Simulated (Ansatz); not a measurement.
Geometry optimisation, Ansatz 0.2.0, RKS B3LYP/def2-SVP.

input.yaml

```yaml
crystal:
  periodic: [false, false, false]
  atoms:
    - { symbol: "N", position_ang: [-1.2502, -0.6097, 0.4302] }
    - { symbol: C, position_ang: [-0.057, -0.4573, 0.1333] }
    - { symbol: Se, position_ang: [1.2089, -0.3666, 1.5322] }
    - { symbol: Se, position_ang: [0.6036, -0.3593, -1.6992] }
    - { symbol: H, position_ang: [-2.0078, -0.6184, -0.343] }
    - { symbol: H, position_ang: [1.1278, 1.1796, 1.5742] }
    - { symbol: H, position_ang: [0.76824, -1.88275, -1.71651] }
basis:
  gaussian: { orbitals: def2-SVP }
hamiltonian:
  xc: b3lyp
relax:
  f_tol: 0.015
  max_steps: 40
```

Launched with:

```bash
$ ansatz run input.yaml --threads 2 --pin off --max-ram 3072MiB --backend cpu --events-out ev --progress --plain --runs-dir out
```

Where does it end, and by what steps?

It converged. After 17 steps the energy has fallen by 0.653 eV; H6 moved furthest, 1.36 Å.

```tsv
step	energy less start (eV)	largest force component (eV/Å)	accepted
0	0.0000	2.915	yes
1	-0.1725	1.162	yes
2	-0.0388	2.869	no
3	-0.2638	1.070	yes
4	-0.3190	0.808	yes
5	-0.3702	0.567	yes
6	-0.4486	0.377	yes
7	-0.5171	0.420	yes
8	-0.5627	0.612	yes
9	-0.6010	0.455	yes
10	-0.6234	0.406	yes
11	-0.6414	0.348	yes
12	-0.6481	0.291	yes
13	-0.6519	0.155	yes
14	-0.6524	0.205	yes
15	-0.6528	0.057	yes
16	-0.6529	0.015	yes
17	-0.6529	0.003	yes
```

```xyz
7
Properties=species:S:1:pos:R:3
N -1.627 -0.575 0.477
C -0.410 -0.438 0.190
Se 0.814 -0.145 1.661
Se 0.296 -0.477 -1.642
H -2.217 -0.805 -0.328
H 1.924 0.358 0.831
H 1.613 -1.032 -1.278
```

Whether the end is a true minimum wasn't checked by a vibrational analysis.

The run took 60 s on 2 threads of Arm Neoverse V1 (shared host), peak memory 0.27 GiB.
